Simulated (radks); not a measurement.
Species: Er IV. Configuration: [Kr] 4d10 4f11 5s2 5p5 5d1 (not the ground configuration).

Method: scalar-relativistic Kohn-Sham, BLYP, spin-polarised, spherical densities, point nucleus; open shells are filled with parallel spins first (spin-orbit coupling, left out, can overturn this in heavy ions); computed with a radial shooting solver on a logarithmic mesh with Libxc functionals.

Energy parts (eV):
| part | energy |
|---|---|
| total | -356049.87 |
| kinetic | 386093.76 |
| electron-nucleus | -871564.68 |
| Hartree | 136969.58 |
| exchange-correlation | -7548.52 |

Orbitals (lengths in bohr, moments of r in powers of bohr):
| orbital | occ. | eigenvalue (eV) | <r> |
|---|---|---|---|
| 1s up | 1 | -57419.71 | 0.02037 |
| 1s down | 1 | -57419.63 | 0.02037 |
| 2s up | 1 | -9676.361 | 0.08645 |
| 2s down | 1 | -9676.243 | 0.08645 |
| 2p up | 3 | -8562.205 | 0.07671 |
| 2p down | 3 | -8562.080 | 0.07671 |
| 3s up | 1 | -2196.884 | 0.2254 |
| 3s down | 1 | -2195.501 | 0.2253 |
| 3p up | 3 | -1858.065 | 0.2246 |
| 3p down | 3 | -1856.674 | 0.2245 |
| 3d up | 5 | -1433.932 | 0.2038 |
| 3d down | 5 | -1432.837 | 0.2037 |
| 4s up | 1 | -463.5161 | 0.5077 |
| 4s down | 1 | -460.5502 | 0.5078 |
| 4p up | 3 | -351.9796 | 0.5384 |
| 4p down | 3 | -349.0646 | 0.5385 |
| 4d up | 5 | -202.6367 | 0.5820 |
| 4d down | 5 | -199.7507 | 0.5822 |
| 4f up | 7 | -39.3735 | 0.7573 |
| 4f down | 4 | -36.5130 | 0.7632 |
| 5s up | 1 | -85.4094 | 1.220 |
| 5s down | 1 | -82.8693 | 1.224 |
| 5p up | 3 | -58.3910 | 1.417 |
| 5p down | 2 | -56.0422 | 1.427 |
| 5d up | 1 | -27.1095 | 2.020 |
| 5d down | 0 | -25.4743 | 2.087 |
| 6s up | 0 | -25.0504 | 2.900 |
| 6s down | 0 | -24.3306 | 2.959 |
| 6p up | 0 | -18.8821 | 3.448 |

The highest occupied level is 5d up at -27.110 eV. Summed over all electrons, <r^2> = 35.19 bohr^2, which gives a Langevin (diamagnetic) susceptibility term of -27.9 x 10^-6 cm^3/mol.
